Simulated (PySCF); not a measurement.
# How methods differ on the ionisation energy of Tc(30+)

Tc(30+) [Ne] 3s2 3p1 (2P) → Tc(31+) [Ne] 3s2 (1S), as a difference of total energies. Calculation: PySCF 2.14, in an uncontracted even-tempered set (18 s from 3.9 bohr⁻², ratio 2.5; 12 p from 5 bohr⁻², ratio 2.5; 5 d from 22 bohr⁻², ratio 2.7; 4 f from 32 bohr⁻², ratio 2.7); the spin-free X2C one-electron Hamiltonian (Gaussian nucleus). Correlated levels: outer shells: 1s2 frozen; virtual orbitals above 40 to 60 times the deepest correlated orbital energy dropped. The calculations carry no spin-orbit coupling.

```tsv
method	ionisation energy (eV)
UHF	1684.5
LDA	1686.1
PBE	1686.7
PBE0	1686.4
r2SCAN	1686.4
BP86	1687.1
PBEsol	1686.1
MP2 (outer shells)	1684.9
SCS-MP2 (outer shells)	1684.8
```

A first-order spin-orbit estimate (lowest level to lowest level, LS coupling) adds 18.225 eV.

Breit and QED terms and the two-electron picture change are absent.

For comparison: 1689 ± 8 eV (semi-empirical (NIST evaluation); NIST Atomic Spectra Database, ionization energies).
